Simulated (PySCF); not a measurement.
Computed properties of GeH2OS, SMILES [OH][Ge][SH]

Ge(OH)(SH) (GeH2OS), SMILES [OH][Ge][SH] (connectivity only; charge and spin as stated), neutral, multiplicity 1. Geometry optimised at B3LYP-D3(BJ)/def2-TZVP. One conformer was computed; it need not be the lowest. All values are computed for the isolated molecule unless a solvent is named; none is compared with measurement here.

**Structure.** The optimised structure has Cs symmetry. All 9 harmonic modes at B3LYP-D3(BJ)/def2-TZVP (PySCF) are real, so it is a minimum. With heavy atoms numbered as in [Ge:1]([OH:2])[SH:4], the shortest bond between them is Ge1–O2 at 1.796 Å and the longest Ge1–S4 at 2.285 Å.

**Vibrations.** The strongest infrared lines (harmonic, unscaled, degenerate partners summed) lie at 442 cm⁻¹ (95 km/mol, H 87 %, O 12 %), 830 cm⁻¹ (85 km/mol, H 90 %, O 8 %), 665 cm⁻¹ (83 km/mol, H 46 %, O 45 %). The softest mode is at 194 cm⁻¹ and the zero-point energy is 14.2 kcal/mol.

**Electronic structure.** B3LYP/def2-TZVPD (PySCF) places the frontier levels at -7.28 and -2.36 eV, a gap of 4.92 eV, and gives a dipole moment of 0.94 D and a mean polarisability of 62.2 bohr³.

**Excitations.** TDA-ωB97X/def2-SVPD (PySCF) has S1 at 4.37 eV (283 nm, f = 0.040, weak); the most intense of the 10 singlets computed lies at 7.47 eV (f = 0.69). T1 (TDA) is at 3.19 eV, 1.18 eV under S1. No vertical singlet excitation falls in the visible range (under 3.1 eV).

**NMR.** GIAO shifts at PBE0/pcSseg-2 (PySCF) (non-relativistic, atoms alike by connectivity averaged): ¹H from 4.0 to 6.4 ppm against TMS.
